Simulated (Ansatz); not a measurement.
`[OH][GaH][Br]` + `[SiH3]`• → `[OH][Ga][Br]`• + SiH₄  (hydrogen abstraction from a Ga–H bond)

Isolated molecules relaxed with PBE0-D4/def2-TZVP in Ansatz; ΔE leaves out vibrations. CCSD(T)/CBS is the MP2 limit (def2-TZVPP, def2-QZVPP) plus CCSD(T) − MP2 in def2-TZVPP, frozen cores. This one scheme is used for every species. DFT in def2-TZVPP. B3LYP here is the variant with VWN-RPA as its local correlation; programs differ in this. No spin–orbit coupling; open shells (•) take unrestricted orbitals. For Br, Ga outer-core shells are correlated without core-valence functions, which leaves a few kJ/mol of doubt a bond. Scalar relativity is left out up to krypton. Each species was taken in one conformer, which may not be the lowest.

| level | ΔE (kcal/mol) |
| --- | --- |
| revPBE-D4 | -14.1 |
| BLYP-D4 | -16.4 |
| BHLYP-D4 | -13.8 |
| revPBE | -14.6 |
| PBE0 | -12.9 |
| B3LYP | -15.5 |
| BHLYP | -14.2 |
| SCS-MP2/def2-QZVPP | -12.0 |

What does CCSD(T)/CBS give? (An estimate is asked.)

The calculation gave: -11.3 kcal/mol. The listed levels differ from it by -2.8, -5.1, -2.5, -3.3, -1.6, -4.2, -2.9, -0.7 kcal/mol.

Largest T1 diagnostic among the species: 0.015.

Leaving LDA and LC-ωPBE aside and taking each functional with its dispersion term where it has one, the values, not all of them listed here, spread over 4.7 kcal/mol, from BLYP-D4 to PBE-QIDH. LDA lies +0.9 kcal/mol from PBE without D4. From PBE to PBE0 (25 % exact exchange), in def2-TZVPP and without D4, ΔE moves by +1.4 kcal/mol.
